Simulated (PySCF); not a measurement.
Species: C7H10N2.
SMILES with atom numbers: `[CH3:1]/[N:2]=[CH:3]\[C:4]([C:5]#[N:6])=[C:7]([CH3:8])[CH3:9]` (hydrogens: H10, H11, H12 on C1; H13 on C3; H14, H15, H16 on C8; H17, H18, H19 on C9)

The same species was optimised twice, with GFN2-xTB and with PBE0-D3(BJ)/def2-SVP (PySCF), and the same property calculations (PySCF, gas phase) were run on both structures.

| coordinate | GFN2-xTB | PBE0-D3(BJ)/def2-SVP | change |
| --- | --- | --- | --- |
| C4–C5 (Å) | 1.412 | 1.431 | +0.019 |
| C5≡N6 (Å) | 1.149 | 1.161 | +0.012 |
| C4=C7 (Å) | 1.351 | 1.361 | +0.010 |
| N2=C3 (Å) | 1.256 | 1.267 | +0.011 |
| C3–C4 (Å) | 1.481 | 1.490 | +0.009 |
| C1–N2 (Å) | 1.427 | 1.435 | +0.008 |
| C7–C8 (Å) | 1.496 | 1.501 | +0.005 |
| C7–C9 (Å) | 1.492 | 1.492 | 0.000 |
| C1–N2–C3 (°) | 123.9 | 122.5 | -1.4 |
| C3–C4–C5 (°) | 117.1 | 118.5 | +1.4 |
| C5–C4–C7 (°) | 120.6 | 119.7 | -0.9 |
| C4–C7–C8 (°) | 121.6 | 120.9 | -0.7 |
| N2–C3–C4 (°) | 130.3 | 129.8 | -0.5 |
| C3–C4–C7 (°) | 122.3 | 121.7 | -0.6 |
| C8–C7–C9 (°) | 116.1 | 116.5 | +0.4 |
| C4–C5–N6 (°) | 178.3 | 178.8 | +0.5 |
| N2–C3–C4–C5 (°) | -38 | -38 | 0 |

Rotational constants: A = 2306, B = 1283, C = 879.6 MHz (GFN2-xTB) against A = 2254, B = 1280, C = 870.4 MHz (PBE0-D3(BJ)/def2-SVP). Point groups within 0.08 Å: C1 and C1.

On the GFN2-xTB structure: HOMO (eV) -7.13 [PBE0/pcSseg-1]; LUMO (eV) -1.77 [PBE0/pcSseg-1]; dipole (D) 4.46 [PBE0/pcSseg-1]; GIAO shielding of C1 (ppm) 141.9 [PBE0/pcSseg-1]; GIAO shielding of N2 (ppm) -129.0 [PBE0/pcSseg-1]; GIAO shielding of C3 (ppm) 31.9 [PBE0/pcSseg-1]; GIAO shielding of C4 (ppm) 77.2 [PBE0/pcSseg-1]; GIAO shielding of C5 (ppm) 65.0 [PBE0/pcSseg-1]; GIAO shielding of N6 (ppm) -59.9 [PBE0/pcSseg-1]; GIAO shielding of C7 (ppm) 13.3 [PBE0/pcSseg-1]; GIAO shielding of C8 (ppm) 164.9 [PBE0/pcSseg-1].

Q: What do these properties become on the PBE0-D3(BJ)/def2-SVP structure?

A: 
| property | level | on GFN2-xTB | on PBE0-D3(BJ)/def2-SVP | change |
| --- | --- | --- | --- | --- |
| HOMO (eV) | PBE0/pcSseg-1 | -7.13 | -7.23 | -0.10 |
| LUMO (eV) | PBE0/pcSseg-1 | -1.77 | -1.85 | -0.08 |
| dipole (D) | PBE0/pcSseg-1 | 4.46 | 4.52 | +0.06 |
| energy, GFN2-xTB geometry as zero (kcal/mol) | PBE0/pcSseg-1 | 0.0 | -0.7 | -0.7 |
| GIAO shielding of C1 (ppm) | PBE0/pcSseg-1 | 141.9 | 140.2 | -1.7 |
| GIAO shielding of N2 (ppm) | PBE0/pcSseg-1 | -129.0 | -132.7 | -3.7 |
| GIAO shielding of C3 (ppm) | PBE0/pcSseg-1 | 31.9 | 28.4 | -3.5 |
| GIAO shielding of C4 (ppm) | PBE0/pcSseg-1 | 77.2 | 73.5 | -3.7 |
| GIAO shielding of C5 (ppm) | PBE0/pcSseg-1 | 65.0 | 63.1 | -1.9 |
| GIAO shielding of N6 (ppm) | PBE0/pcSseg-1 | -59.9 | -65.0 | -5.1 |
| GIAO shielding of C7 (ppm) | PBE0/pcSseg-1 | 13.3 | 11.4 | -1.9 |
| GIAO shielding of C8 (ppm) | PBE0/pcSseg-1 | 164.9 | 162.9 | -2.0 |

The heavy atoms differ by 0.021 Å rms after alignment. Among bonds between heavy atoms C4–C5 changes most (+0.019 Å). Changes are differences of the printed values. Neither structure is proved a minimum here.

Conformer computed: `[CH3:1]/[N:2]=[CH:3]\[C:4]([C:5]#[N:6])=[C:7]([CH3:8])[CH3:9]`: N2–C3–C4–C5 -38°.
